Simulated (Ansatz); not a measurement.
`Br[SiH]1[NH][AlH]1`, charge 0, multiplicity 1.

Q: Give a relaxed structure at PBE0-D4/def2-TZVP (Ansatz). (Estimate.)

A: Ansatz gave: 
```xyz
7

Br   -0.990    2.121    1.569
Si    0.190    0.331    0.902
N    -0.559   -0.633   -0.342
Al    0.865   -0.070   -1.253
H     0.488   -0.360    2.184
H    -1.421   -1.160   -0.343
H     1.427   -0.229   -2.717
```
